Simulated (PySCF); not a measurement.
C2H7FSSi.
SMILES with atom numbers: `[CH3:1][C@H:2]([F:3])[SiH2:4][SH:5]`

Method: delta-SCF UKS SCAN, pcX-2 on the ionised atom, pcseg-1 elsewhere, spin-free X2C in PySCF 2.14.0. Each binding energy is the total energy of the core-ionised species, with the hole localised on one atom, minus that of the ground state; both are solved self-consistently, so orbital relaxation is included.

Some binding energies are withheld.

| atom(s) | bonded to | level | binding energy (eV) |
| --- | --- | --- | --- |
| C1 | C and 3 H | C 1s | ? |
| C2 | F, C, H and Si | C 1s | ? |
| F3 | C | F 1s | 692.23 |
| Si4 | S, C and 2 H | Si 1s | ? |
| Si4 | S, C and 2 H | Si 2p3/2 | 107.21 |
| S5 | H and Si | S 1s | 2477.02 |

(1) Fill in C 1s for C1.

(2) Fill in Si 1s for Si4.

(3) What is the C 1s binding energy of C2?

Answers

(1) 291.11 eV (methyl carbon).

(2) 1846.97 eV (SiH2 silicon).

(3) 292.56 eV (sp3 C–F carbon).

Lowest listed C 1s: C1, bonded to C and 3 H. Highest, 1.45 eV above it: C2, bonded to F, C, H and Si.

**Question.** Which photon wavelength matches the S 1s of S5 threshold?

**Answer.** λ = hc/E = 12398.42 eV Å / 2477.02 eV = 5.005 Å.

Not every level is listed. Spin–orbit and ligand-field terms were added within each 2p shell after the spin-free SCF. 2p1/2 minus 2p3/2 (ligand field included): Si 0.62 eV. The structure is a single GFN2-xTB conformer in the gas phase; no vibrational or solvent corrections.

On an Intel Xeon at 2.50 GHz with one thread, shared host with 64 logical CPUs at a one-minute load of 63, this took 2.7 min wall, 2.4 min CPU and 0.59 GiB of memory at its peak.

Shape of the structure used: `[CH3:1][C@H:2]([F:3])[SiH2:4][SH:5]`: C1–C2–Si4–S5 180°, H–S5–Si4–C2 -36°.
